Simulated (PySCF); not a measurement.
PySCF input for C5H6O2, SMILES O=C1[C@@H](C)OC=C1, B3LYP-D3(BJ)/def2-SVP. Geometry optimised at B3LYP-D3(BJ)/def2-SVP. The structure was generated by enumeration; whether it is a known compound was not checked. One conformer was computed; it need not be the lowest.

```python
import numpy as np
from pyscf import gto, scf, dft, df
from pyscf.hessian import thermo

mol = gto.M(
    atom='''
    C    -1.83661778   -0.59555561   -0.54600850
    C    -0.67618849   -0.35035851    0.39666032
    O     0.29745435   -1.41700077    0.30943285
    C     1.48064366   -0.86262172    0.00964961
    C     1.48625238    0.48407182   -0.13832378
    C     0.11215520    0.93711169    0.07551748
    O    -0.37806587    2.04474703    0.01461649
    H    -2.51116325    0.27228042   -0.49711005
    H    -2.39157009   -1.50408309   -0.27114822
    H    -1.47588107   -0.69662222   -1.58090429
    H    -1.01580705   -0.31079297    1.44551240
    H     2.30593627   -1.57212804   -0.08304872
    H     2.33590749    1.11348977   -0.39066660
    ''',
    basis='def2-SVP',
    charge=0,
    spin=0,
    max_memory=1600,
    verbose=3,
)
mf = dft.RKS(mol, xc='b3lyp').density_fit(auxbasis='def2-universal-jkfit')
mf.disp = 'd3bj'
mf.grids.level = 3
mf.conv_tol = 1e-11
mf.max_cycle = 100
mf.kernel()

# [left out here: the lines that compute and print the analytic Hessian (its translational invariance restored by hand, since the grid's response is missing), thermochemistry and intensities]
```

Log of the run:

```
converged SCF energy = -344.334641277021

WARN: DFTD3 does not support analytical Hessian, using finite difference


WARN: Mole.unit (angstrom) is changed to Bohr

Mode                                 0                   1                   2
Irrep
Freq [cm^-1]                      117.9212            231.2920            242.3112
Reduced mass [au]                   4.2142              1.5490              1.6399
Force const [Dyne/A]                0.0345              0.0488              0.0567
Char temp [K]                     169.6623            332.7776            348.6319
Normal mode                   x     y     z       x     y     z       x     y     z
       0   C                 0.08 -0.03 -0.09   -0.03 -0.11  0.01   -0.05 -0.11  0.01
       1   C                -0.02  0.02  0.03   -0.02  0.03 -0.04   -0.01  0.01 -0.06
       2   O                -0.01  0.02  0.12   -0.03  0.02 -0.01   -0.01  0.02 -0.03
       3   C                -0.03 -0.01 -0.03   -0.01 -0.00  0.02    0.00  0.01  0.02
       4   C                -0.04 -0.02 -0.13    0.01 -0.00  0.01    0.01  0.01  0.00
       5   C                -0.01  0.01  0.01    0.01  0.03 -0.02    0.01  0.02 -0.04
       6   O                 0.01  0.02  0.09    0.08  0.06  0.02    0.05  0.05  0.07
       7   H                 0.05 -0.05 -0.17   -0.33 -0.36  0.26    0.09  0.02 -0.30
       8   H                 0.08 -0.04 -0.13    0.31 -0.36 -0.11   -0.21  0.09  0.33
       9   H                 0.19 -0.03 -0.05   -0.11  0.22 -0.05   -0.06 -0.54  0.05
      10   H                -0.11  0.04 -0.01   -0.01  0.04 -0.03    0.01  0.07 -0.05
      11   H                -0.04 -0.02 -0.04   -0.02 -0.01  0.06    0.01  0.01  0.08
      12   H                -0.06 -0.04 -0.24    0.02 -0.01  0.04    0.02  0.01  0.06
Mode                                 3                   4                   5
Irrep
Freq [cm^-1]                      324.7604            478.5642            512.4791
Reduced mass [au]                   3.0446              4.1868              3.5473
Force const [Dyne/A]                0.1892              0.5650              0.5489
Char temp [K]                     467.2579            688.5473            737.3433
Normal mode                   x     y     z       x     y     z       x     y     z
       0   C                 0.07 -0.06  0.00    0.06 -0.00  0.03    0.09  0.00  0.04
       1   C                -0.01  0.02  0.07    0.05  0.10 -0.02    0.01 -0.01  0.08
       2   O                -0.04  0.01 -0.02   -0.06  0.03 -0.03   -0.04 -0.04 -0.12
       3   C                -0.06 -0.01 -0.12   -0.03 -0.05  0.01   -0.01  0.00  0.09
       4   C                -0.00  0.01  0.10    0.08 -0.03  0.00   -0.07 -0.01 -0.07
       5   C                 0.00  0.03  0.08    0.05  0.03 -0.05   -0.03  0.02 -0.01
       6   O                 0.02  0.03 -0.07   -0.13 -0.05  0.04    0.02  0.05 -0.01
       7   H                 0.02 -0.09 -0.17   -0.03 -0.08 -0.03    0.07 -0.01 -0.08
       8   H                 0.08 -0.07  0.03    0.18 -0.05  0.11    0.08 -0.01 -0.03
       9   H                 0.20 -0.17  0.06    0.07 -0.06  0.03    0.25 -0.01  0.10
      10   H                -0.03 -0.03  0.07    0.09  0.19 -0.02    0.10 -0.10  0.11
      11   H                -0.11 -0.04 -0.36   -0.07 -0.10  0.04    0.05  0.05  0.31
      12   H                -0.01 -0.00  0.06    0.17 -0.14  0.04   -0.06 -0.01 -0.01
Mode                                 6                   7                   8
Irrep
Freq [cm^-1]                      635.9347            712.0735            792.9404
Reduced mass [au]                   6.7568              3.0225              1.6605
Force const [Dyne/A]                1.6100              0.9030              0.6151
Char temp [K]                     914.9684           1024.5153           1140.8647
Normal mode                   x     y     z       x     y     z       x     y     z
       0   C                -0.03 -0.00 -0.01   -0.06 -0.02 -0.04    0.06  0.02  0.01
       1   C                -0.06  0.02  0.06   -0.01 -0.00  0.00    0.06  0.02 -0.09
       2   O                -0.04  0.12 -0.05    0.02 -0.01 -0.03   -0.03 -0.01 -0.01
       3   C                 0.02  0.06  0.02    0.03 -0.03  0.05   -0.03  0.03  0.05
       4   C                 0.05  0.03 -0.04    0.05 -0.03 -0.05   -0.06  0.03  0.07
       5   C                 0.02 -0.10  0.05    0.06  0.08  0.16   -0.01 -0.04  0.02
       6   O                 0.05 -0.12 -0.01   -0.05  0.04 -0.04    0.03 -0.03  0.00
       7   H                -0.10 -0.05 -0.12   -0.09 -0.04 -0.04    0.06  0.00  0.12
       8   H                 0.02 -0.04 -0.03   -0.03 -0.01  0.04    0.13  0.03  0.19
       9   H                 0.08 -0.04  0.03   -0.12 -0.07 -0.05   -0.12 -0.04 -0.04
      10   H                -0.08 -0.01  0.06   -0.10 -0.20 -0.02    0.00  0.08 -0.11
      11   H                -0.04 -0.02  0.09    0.02 -0.04  0.03   -0.05  0.04 -0.16
[...]
       1   C                -0.02 -0.01 -0.02   -0.05  0.01 -0.01    0.03  0.02 -0.01
       2   O                 0.01  0.01  0.00   -0.06 -0.02  0.02    0.00 -0.00  0.00
       3   C                -0.02  0.00  0.00    0.13  0.00 -0.03   -0.01  0.00  0.00
       4   C                 0.02 -0.02 -0.00   -0.11  0.10  0.01    0.01 -0.00 -0.00
       5   C                -0.01  0.00  0.01    0.05  0.03 -0.01   -0.01 -0.00  0.00
       6   O                -0.00 -0.00 -0.00    0.01 -0.03  0.00    0.00 -0.00 -0.00
       7   H                -0.34 -0.31 -0.34   -0.05 -0.07 -0.00   -0.35 -0.30  0.50
       8   H                -0.35  0.18 -0.27   -0.09  0.08  0.03   -0.40  0.27  0.03
       9   H                -0.41  0.03 -0.11   -0.05  0.05 -0.03    0.43 -0.21  0.14
      10   H                 0.03  0.01 -0.01    0.19 -0.17  0.07   -0.06 -0.05 -0.04
      11   H                 0.03  0.07 -0.02   -0.14 -0.34  0.05   -0.00  0.01 -0.00
      12   H                -0.03  0.05 -0.00    0.17 -0.27 -0.00   -0.00  0.01 -0.00
Mode                                24                  25                  26
Irrep
Freq [cm^-1]                     1468.4760           1626.7248           1831.7122
Reduced mass [au]                   1.0566              5.2085             12.3536
Force const [Dyne/A]                1.3425              8.1206             24.4206
Char temp [K]                    2112.8100           2340.4948           2635.4261
Normal mode                   x     y     z       x     y     z       x     y     z
       0   C                 0.01  0.05  0.02    0.00 -0.01 -0.00   -0.00  0.00 -0.00
       1   C                -0.02  0.03 -0.00   -0.00  0.02 -0.00    0.01 -0.01  0.00
       2   O                -0.00 -0.01  0.00   -0.01 -0.03  0.01    0.01 -0.00 -0.00
       3   C                 0.01 -0.00 -0.00    0.04  0.19 -0.03   -0.01 -0.02  0.00
       4   C                -0.00  0.01 -0.00    0.00 -0.17  0.02    0.01 -0.01 -0.00
       5   C                -0.00 -0.00  0.00    0.02  0.02 -0.01   -0.10  0.21 -0.01
       6   O                 0.00 -0.01 -0.00   -0.01 -0.00  0.00    0.06 -0.13  0.01
       7   H                 0.11  0.10  0.28    0.02  0.01  0.02    0.01  0.02  0.00
       8   H                 0.12 -0.21 -0.57   -0.00 -0.00 -0.00    0.02 -0.01  0.02
       9   H                -0.19 -0.64  0.01    0.00  0.00 -0.00    0.01  0.01 -0.00
      10   H                 0.05 -0.05  0.02    0.03 -0.06  0.01   -0.00  0.02 -0.00
      11   H                -0.00 -0.02  0.00   -0.26 -0.12  0.06    0.02  0.00 -0.00
      12   H                 0.02 -0.02 -0.00   -0.16 -0.00  0.03   -0.02  0.05 -0.00
Mode                                27                  28                  29
Irrep
Freq [cm^-1]                     3043.4554           3065.0332           3135.0247
Reduced mass [au]                   1.0351              1.0862              1.1049
Force const [Dyne/A]                5.6487              6.0122              6.3981
Char temp [K]                    4378.8547           4409.9003           4510.6026
Normal mode                   x     y     z       x     y     z       x     y     z
       0   C                 0.03  0.01  0.03    0.01  0.00 -0.01    0.06  0.00 -0.07
       1   C                -0.00  0.00 -0.00   -0.02  0.00  0.08    0.00 -0.00 -0.01
       2   O                -0.00  0.00 -0.00   -0.00  0.00 -0.00   -0.00 -0.00  0.00
       3   C                 0.00 -0.00  0.00    0.00  0.00 -0.00    0.00 -0.00 -0.00
       4   C                 0.00  0.00 -0.00    0.00 -0.00  0.00   -0.00 -0.00  0.00
       5   C                -0.00 -0.00  0.00    0.00  0.00  0.00   -0.00 -0.00 -0.00
       6   O                -0.00  0.00 -0.00   -0.00  0.00 -0.00   -0.00 -0.00  0.00
       7   H                -0.33  0.43  0.03   -0.03  0.04  0.00   -0.22  0.30  0.01
       8   H                -0.27 -0.45  0.15   -0.03 -0.05  0.01   -0.22 -0.38  0.11
       9   H                 0.21 -0.05 -0.57   -0.03  0.01  0.07   -0.24  0.07  0.69
      10   H                -0.00 -0.00  0.01    0.30 -0.02 -0.90   -0.03  0.00  0.10
      11   H                -0.00  0.00  0.00    0.01 -0.01  0.00   -0.00  0.00  0.00
      12   H                 0.00 -0.00 -0.00    0.00  0.00  0.00    0.00  0.00 -0.00
Mode                                30                  31                  32
Irrep
Freq [cm^-1]                     3142.6386           3217.5099           3267.1205
Reduced mass [au]                   1.1054              1.0961              1.1029
Force const [Dyne/A]                6.4321              6.6854              6.9364
Char temp [K]                    4521.5573           4629.2803           4700.6589
Normal mode                   x     y     z       x     y     z       x     y     z
       0   C                 0.01 -0.09  0.01    0.00 -0.00 -0.00    0.00  0.00 -0.00
       1   C                 0.00 -0.00  0.00    0.00 -0.00 -0.00   -0.00 -0.00  0.00
       2   O                -0.00  0.00 -0.00   -0.00 -0.00  0.00   -0.00 -0.00  0.00
       3   C                -0.00 -0.00  0.00   -0.06  0.06  0.01    0.01 -0.02 -0.00
       4   C                 0.00  0.00 -0.00    0.01  0.00 -0.00    0.06  0.05 -0.02
       5   C                 0.00 -0.00  0.00   -0.00 -0.00  0.00   -0.00  0.00  0.00
       6   O                -0.00  0.00 -0.00   -0.00  0.00 -0.00    0.00 -0.00 -0.00
       7   H                -0.43  0.54  0.03   -0.00  0.00 -0.00    0.00 -0.00 -0.00
       8   H                 0.33  0.53 -0.17   -0.00 -0.00  0.00   -0.00 -0.00  0.00
       9   H                -0.01 -0.01  0.04   -0.00  0.00  0.00   -0.00 -0.00  0.00
      10   H                 0.00  0.00 -0.00   -0.00  0.00  0.01    0.00  0.00 -0.00
      11   H                -0.00  0.00  0.00    0.70 -0.61 -0.08   -0.14  0.12  0.01
      12   H                -0.00 -0.00  0.00   -0.15 -0.11  0.04   -0.73 -0.54  0.22
temperature 298.1500 [K]
pressure 101325.00 [Pa]
Rotational constants [GHz] 3.68381 3.38625 1.91861
Symmetry number 1
Zero-point energy (ZPE) 0.10229 [Eh]   268560.738 [J/mol]
                           tot       elec      trans        rot        vib
Entropy [J/mol/K]       326.753      0.000    165.941    112.962     47.850
Cv [J/mol/K]             94.436      0.000     12.472     12.472     69.493
Cp [J/mol/K]            102.751      0.000     20.786     12.472     69.493
Internal energy [J/mol]                      3718.434   3718.434 277295.871
Internal energy [Eh]   -344.22619  -344.33464
Enthalpy [J/mol]                             6197.391   3718.434 277295.871
Enthalpy [Eh]          -344.22525
Gibbs free energy [J/mol]                  -43277.907 -29961.138 263029.307
Gibbs free energy [Eh] -344.26235
mode   freq/cm-1   IR/(km/mol)
   1      117.92         5.074
   2      231.29         3.038
   3      242.31         0.843
   4      324.76         0.553
   5      478.56        10.123
   6      512.48        15.066
   7      635.93         3.566
   8      712.07         0.437
   9      792.94        17.038
  10      821.17        21.496
  11      824.96        17.061
  12      879.78        11.430
  13      976.17         0.849
  14     1035.94        17.608
  15     1062.77        24.577
  16     1084.21         9.333
  17     1120.68        24.746
  18     1155.64        43.465
  19     1235.44       111.036
  20     1294.08         8.735
  21     1321.69         3.715
  22     1386.98        15.696
  23     1395.95        38.376
  24     1458.40        10.867
  25     1468.48         3.944
  26     1626.72       135.684
  27     1831.71       298.393
  28     3043.46        11.758
  29     3065.03         6.610
  30     3135.02        11.895
  31     3142.64         5.004
  32     3217.51         4.218
  33     3267.12         0.611
max |gradient| / (hartree/bohr): 6.0116601593385546e-05
APT charges: [ 5.670e-02  2.240e-01 -6.824e-01  5.860e-01 -4.591e-01  8.030e-01
 -7.090e-01  2.910e-02 -3.100e-03  5.000e-04  5.300e-03  6.470e-02
  8.420e-02]
```

The run converged.
